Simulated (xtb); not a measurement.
HBFO (SMILES [OH+]=BF), charge +1, singlet, at a GFN2-xTB geometry; GFN2-xTB with GBSA(chcl3) in xtb.

Here is a job for xtb.
```
$ xtb mol.xyz --gfn 2 --chrg 1 --gbsa chcl3 --json

# file mol.xyz
4

O     -0.00000000    -0.00000000    -1.17560346
B      0.00000000     0.00000000     0.02998249
F      0.00000000     0.00000000     1.26671985
H     -0.00000000    -0.00000000    -2.14556344
```

What the program printed (banner, timings and long lists left out):

```
   ID    Z sym.   atoms
    1    8 O      1
    2    5 B      2
    3    9 F      3
    4    1 H      4

           -------------------------------------------------
          |                Calculation Setup                |
           -------------------------------------------------

           -------------------------------------------------
          |                 G F N 2 - x T B                 |
           -------------------------------------------------

      * Solvation model:               GBSA
        Solvent                        chcl3
        Parameter file                 internal GFN2-xTB/GBSA
        Dielectric constant                4.8100E+00
        Reference state                gsolv [1 M gas/solution]
        Free energy shift                  4.1068E-03 Eh       2.5771E+00 kcal/mol
        Temperature                        2.9815E+02 K
        Density                            1.4900E+00 kg/L
        Solvent mass                       1.1938E+02 g/mol
        Interaction kernel             Still
        Born radius scaling (c1)           1.3539E+00
        Born radii integrator          GBOBC
        Born offset                        1.4626E-02 a0       2.7639E-02 AA
        H-bond correction              false
        Ion screening                  false
        Surface tension                    1.0000E-05 Eh       1.5569E+01 dyn/cm
        Grid points                               230 per atom

          ...................................................
          :                      SETUP                      :
          :.................................................:
          :  # basis functions                  13          :
          :  # atomic orbitals                  13          :
          :  # shells                            7          :
          :  # electrons                        16          :
          :  max. iterations                   250          :
          :  Hamiltonian                  GFN2-xTB          :
          :  restarted?                      false          :
          :  GBSA solvation                   true          :
          :  PC potential                    false          :
          :  electronic temp.          300.0000000     K    :
          :  accuracy                    1.0000000          :
          :  -> integral cutoff          0.2500000E+02      :
          :  -> integral neglect         0.1000000E-07      :
          :  -> SCF convergence          0.1000000E-05 Eh   :
          :  -> wf. convergence          0.1000000E-03 e    :
          :  Broyden damping             0.4000000          :
          :  net charge                          1          :
          :  unpaired electrons                  0          :
          ...................................................

 iter      E             dE          RMSdq      gap      omega  full diag
   1    -10.2796012 -0.102796E+02  0.120E+01    8.70       0.0  T
   2    -10.2908795 -0.112783E-01  0.682E+00    9.36       1.0  T
   3    -10.2860161  0.486344E-02  0.255E+00    8.67       1.0  T
   4    -10.3025148 -0.164988E-01  0.674E-01    9.29       1.0  T
   5    -10.3026556 -0.140763E-03  0.379E-01    9.42       1.0  T
   6    -10.3028630 -0.207387E-03  0.378E-02    9.32       1.3  T
   7    -10.3028657 -0.272631E-05  0.107E-02    9.33       4.7  T
   8    -10.3028658 -0.112398E-06  0.173E-03    9.33      29.0  T
   9    -10.3028658 -0.585765E-08  0.491E-04    9.33     101.7  T
  10    -10.3028658  0.462457E-10  0.287E-04    9.33     174.1  T

   *** convergence criteria satisfied after 10 iterations ***

         :::::::::::::::::::::::::::::::::::::::::::::::::::::
         ::                     SUMMARY                     ::
         :::::::::::::::::::::::::::::::::::::::::::::::::::::
         :: total energy             -10.207202521023 Eh    ::
         :: total w/o Gsasa/hb       -10.205419975862 Eh    ::
         :: gradient norm              0.019569427673 Eh/a0 ::
         :: HOMO-LUMO gap              9.330341952792 eV    ::
         ::.................................................::
         :: SCC energy               -10.302865828055 Eh    ::
         :: -> isotropic ES            0.187460211971 Eh    ::
         :: -> anisotropic ES         -0.009341859385 Eh    ::
         :: -> anisotropic XC         -0.002776642893 Eh    ::
         :: -> dispersion             -0.000622976584 Eh    ::
         :: -> Gsolv                  -0.091094600711 Eh    ::
         ::    -> Gelec               -0.089312055550 Eh    ::
         ::    -> Gsasa               -0.005889339936 Eh    ::
         ::    -> Ghb                  0.000000000000 Eh    ::
         ::    -> Gshift               0.004106794775 Eh    ::
         :: repulsion energy           0.095663307032 Eh    ::
         :: add. restraining           0.000000000000 Eh    ::
         :: total charge               1.000000000000 e     ::
         :::::::::::::::::::::::::::::::::::::::::::::::::::::

           -------------------------------------------------
          |                Property Printout                |
           -------------------------------------------------

    * Orbital Energies and Occupations

         #    Occupation            Energy/Eh            Energy/eV
      -------------------------------------------------------------
         1        2.0000           -0.9716189             -26.4391
         2        2.0000           -0.8632850             -23.4912
         3        2.0000           -0.7795449             -21.2125
         4        2.0000           -0.7096133             -19.3096
         5        2.0000           -0.7096133             -19.3096
         6        2.0000           -0.6866848             -18.6856
         7        2.0000           -0.6457322             -17.5713
         8        2.0000           -0.6457322             -17.5713 (HOMO)
         9                         -0.3028485              -8.2409 (LUMO)
        10                         -0.3028485              -8.2409
        11                         -0.1393112              -3.7909
        12                          0.2133049               5.8043
        13                          1.3394958              36.4495
      -------------------------------------------------------------
                  HL-Gap            0.3428838 Eh            9.3303 eV
             Fermi-level           -0.4742903 Eh          -12.9061 eV

     #   Z          covCN         q      C6AA      α(0)
     1   8 O        1.593    -0.084    15.654     5.339
     2   5 B        1.511     0.599    30.978    11.728
     3   9 F        0.722    -0.011     9.460     3.632
     4   1 H        0.804     0.496     0.343     0.919

 Mol. C6AA /au·bohr⁶  :        166.270592
 Mol. C8AA /au·bohr⁸  :       4379.430588
 Mol. α(0) /au        :         21.619146

Wiberg/Mayer (AO) data.
largest (>0.10) Wiberg bond orders for each atom

 ---------------------------------------------------------------------------
     #   Z sym  total        # sym  WBO       # sym  WBO       # sym  WBO
 ---------------------------------------------------------------------------
     1   8 O    2.819 --     2 B    1.935     4 H    0.738     3 F    0.145
     2   5 B    3.343 --     1 O    1.935     3 F    1.398
     3   9 F    1.549 --     2 B    1.398     1 O    0.145
     4   1 H    0.754 --     1 O    0.738
 ---------------------------------------------------------------------------

Topologies differ in total number of bonds
Writing topology from bond orders to xtbtopo.mol

molecular dipole:
                 x           y           z       tot (Debye)
 q only:        0.000       0.000      -1.814
   full:        0.000       0.000      -1.893       4.812
molecular quadrupole (traceless):
                xx          xy          yy          xz          yz          zz
 q only:       -3.837       0.000      -3.837       0.000       0.000       7.674
  q+dip:       -4.193       0.000      -4.193      -0.000      -0.000       8.385
   full:       -3.314      -0.000      -3.314      -0.000      -0.000       6.629

           -------------------------------------------------
          | TOTAL ENERGY              -10.207202521023 Eh   |
          | GRADIENT NORM               0.019569427673 Eh/α |
          | HOMO-LUMO GAP               9.330341952792 eV   |
           -------------------------------------------------

normal termination of xtb
```
